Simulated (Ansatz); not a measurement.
A made-up structure of InH2SO (charge -1), closed shell:

| atom | x (Å) | y (Å) | z (Å) |
| --- | --- | --- | --- |
| O1 | -1.5045 | -1.1045 | 1.1464 |
| In2 | -0.7345 | -0.1725 | -0.3028 |
| S3 | 1.6238 | 0.7029 | -0.0868 |
| H4 | -1.1380 | 0.3487 | -1.9185 |
| H5 | -1.7473 | -1.5227 | 1.9873 |

It is relaxed with PBE-D4/def2-SVPD and then PBE0-D4/def2-TZVPD (Ansatz 0.2.0). Atoms count as bonded within 1.22 times the sum of their covalent radii (H–H: 0.88 Å). The end point is not checked to be a true minimum.

Q: Does its bonding change? (Judge from chemistry; the calculation decides.)

A: The calculation gives: No: no bond forms or breaks.

Where it ends: The first stage lowers the energy by 1.44 eV in 10 steps. It ends as InH₂SO ([OH][InH][S]), total charge -1:
```
5
angstrom
O -1.7519 -1.0946 0.9244
In -0.5277 -0.0564 -0.3684
S 1.5729 0.5148 0.3095
H -1.5447 0.1164 -1.7724
H -1.2490 -1.2283 1.7324
```

Labels in which every atom is bracketed show which atoms are joined, not bond orders.

For scale, one of the runs: PBE0-D4/def2-TZVPD relaxation, 160 basis functions, launched by `ansatz run in.yaml --threads 2 --pin off --events-out ev --progress --plain --max-ram 4352MiB`. The run took about 27 s on 2 CPU threads of an Arm Neoverse V1 (shared host).
